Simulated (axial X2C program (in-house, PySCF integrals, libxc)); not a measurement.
# Bond lengths and stretching modes, held linear, of CoCN

Calculated with an in-house all-electron X2C program for linear molecules (integrals from PySCF): two-component X2C with atomic mean-field Coulomb and Gaunt terms, Gaussian nuclei, basis Co dyall-v3z, C dyall-v3z, N dyall-av3z with contracted cores. Spin-free rows use the one-electron spin-free X2C Hamiltonian.

Masses Co 58.933, C 12.000, N 14.003 u. States: 2c Ω = 3 (beyond evenly filled blocks: ω = 1/2, ω = 5/2); spin-free M_S = 1, Λ = 2 (beyond evenly filled blocks: σα, δ+α, δ+β, δ-α).

LDA, spin-free: energies above the lowest point

| r(Co–C) (Å) | r(C–N) (Å) | E (meV) |
| --- | --- | --- |
| 1.8047 | 1.1310 | 75.13 |
| 1.8047 | 1.1600 | 0.00 |
| 1.8047 | 1.1890 | 20.20 |
| 1.8510 | 1.1310 | 119.98 |
| 1.8510 | 1.1600 | 48.49 |
| 1.8510 | 1.1890 | 72.33 |
| 1.8510 | 1.2180 | 174.80 |
| 1.8973 | 1.1310 | 192.50 |
| 1.8973 | 1.1600 | 124.07 |
| 1.8973 | 1.1890 | 151.00 |
| 1.9436 | 1.1600 | 220.80 |
| 1.9436 | 1.2180 | 358.50 |

Fit a quadratic surface with cubic terms in each bond: where is the minimum, and what are the two stretching wavenumbers?

At LDA, spin-free: bonds 1.761 and 1.169 Å; harmonic stretches 513.5 and 2154.9 cm⁻¹; force constants 2.89, 17.2 and coupling 0.37 mdyn/Å.

The other levels and Hamiltonians give:

| Hamiltonian | level | r(Co–C) (Å) | r(C–N) (Å) | lower stretch (cm⁻¹) | upper stretch (cm⁻¹) |
| --- | --- | --- | --- | --- | --- |
| 2c | PBE0 | 1.853 | 1.159 | 469.6 | 2247.3 |
| 2c | HF | 2.011 | 1.137 | 354.9 | 2470.8 |
| 2c | LDA | 1.760 | 1.169 | 513.2 | 2154.8 |
| spin-free | PBE0 | 1.853 | 1.159 | 469.8 | 2247.3 |
| spin-free | HF | 2.011 | 1.136 | 355.3 | 2471.4 |

Each state is one determinant, the lowest of a limited PBE0 search; the stretches come from a fit to these few points and carry an uncertainty of a few per cent. Other orders of the atoms were not compared. Left out for rough or failed fits: MP2 2c, MP2 spin-free. The levels spread by more than a fifth, so the stretches depend strongly on the method. The molecule was held linear; bending was not examined, so a bent shape may lie lower. Open-shell Ω = 0 determinants with evenly filled partner blocks cannot be reached by this program, so the Ω shown need not be the lowest component. Note: functional without a current term on a determinant with orbital currents, of the molecule or an atom. Note: several unpaired electrons, one determinant need not be a pure state.
